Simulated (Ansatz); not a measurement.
```yaml
crystal:
  periodic: [false, false, false]
  atoms:
    - {symbol: Cd, position_ang: [-0.873446, 1.219586, -0.070414]}
    - {symbol: Cd, position_ang: [0.875879, -1.217509, 0.073395]}
    - {symbol: Cd, position_ang: [1.651589, 1.066167, -2.019148]}
    - {symbol: Cd, position_ang: [-1.654022, -1.068254, 2.016167]}
basis:
  gaussian: {orbitals: def2-TZVPD}
hamiltonian: {xc: {name: B3LYP5}}
scf: {lower_state_search: light}
output: {forces: true}
```

```sh
$ ansatz run in.yaml --threads 4 --pin off --events-out ev --progress --plain --max-ram 3916MiB
```

Shortened log:

```
Functional definition: B3LYP5
1512 factors; integrals over basis functions are off by at most 5.6e-4 eV
mean field evaluation 1: about -18260.6276 eV, gradient 1.4e1 eV
mean field evaluation 2: about -18260.5093 eV, gradient 1.7e1 eV
mean field evaluation 4: about -18260.8389 eV, gradient 9.1e-1 eV
mean field evaluation 8: about -18260.9798 eV, gradient 7.5e-2 eV
mean field evaluation 16: about -18260.9798 eV, gradient 7.5e-5 eV
mean field -18260.97982139 eV, -671.0786306994 hartree, gradient 7.5e-5 eV, S^2 0.000000; 0 other end points of the search recorded, 0 dependent functions left out
reference -18260.98004210 eV, -671.0786388105 hartree; 40, 40 occupied and 120, 120 virtual orbitals, 1512 factors
Total energy: -18260.98004210 eV, -671.0786388105 hartree
Atom 0 at    -0.873446     1.219586    -0.070414 Å, force    -0.319228     0.445966    -0.025549 eV/Å
Atom 1 at     0.875879    -1.217509     0.073395 Å, force     0.320313    -0.445171     0.027124 eV/Å
Atom 2 at     1.651589     1.066167    -2.019148 Å, force     0.269650     0.174105    -0.330650 eV/Å
Atom 3 at    -1.654022    -1.068254     2.016167 Å, force    -0.270735    -0.174900     0.329075 eV/Å
Dipole moment:     0.000223     0.000180     0.000268 e Å
```

It took 4.4 s on 4 threads of Arm Neoverse V2 on a shared host.

In the def2 sets Cd takes a core potential; there is no spin–orbit coupling.
